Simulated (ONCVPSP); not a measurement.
# Configuration tests for copper (ONCV)

```
Element                 : Cu
Generator               : ONCVPSP 4.0.1
Type                    : optimised norm-conserving Vanderbilt (ONCV)
Functional              : LDA (Perdew-Wang 92)
Relativity              : scalar-relativistic
Frozen core             : [Ne]
Valence charge          : 19
Reference configuration : 3s2 3p6 3d9 4s2
Partial waves           : 3s+4s: rc 1.30 bohr, ncon 3, nbas 7, qcut 8.6 1/bohr, 2 projectors; 3p: rc 0.90 bohr, ncon 4, nbas 8, qcut 14.1 1/bohr, 2 projectors, debl 0.7 Ha; 3d: rc 1.15 bohr, ncon 4, nbas 9, qcut 13.4 1/bohr, 2 projectors, debl 1.3 Ha
Local potential         : polynomial inside 0.65 bohr (lpopt 5, dvloc0 -1 Ha)
Core correction         : none
```

In the p channel the program set the typed energies aside and used -2.836, 0.250 Ha.

Energies are relative to the spin-unpolarised reference configuration 3s2 3p6 3d9 4s2; without spin polarisation the order of configurations can differ from experiment.

| valence configuration | charge | ΔE all-electron (eV) | error AE − PS (meV) |
| --- | --- | --- | --- |
| 3s2 3p6 3d10 4s0 | +1 | 6.417 | +15 |
| 3s2 3p6 3d9 4s0 | +2 | 28.106 | +2.6 |
| 3s2 3p6 3d9 4s1 4p1 | 0 | 4.930 | -0.1 |

Problem. What are ΔE and the potential's error for 3s2 3p6 3d10 4s1?

Solution. ΔE = -2.012 eV all-electron; the error (AE − PS) is +5.5 meV.

Levels in the configuration 3s2 3p6 3d10 4s1:

```
level  all-electron (eV)  pseudo (eV)
   3s           -114.150     -114.119
   3p            -72.032      -72.009
   3d             -5.324       -5.328
   4s             -4.858       -4.853
```
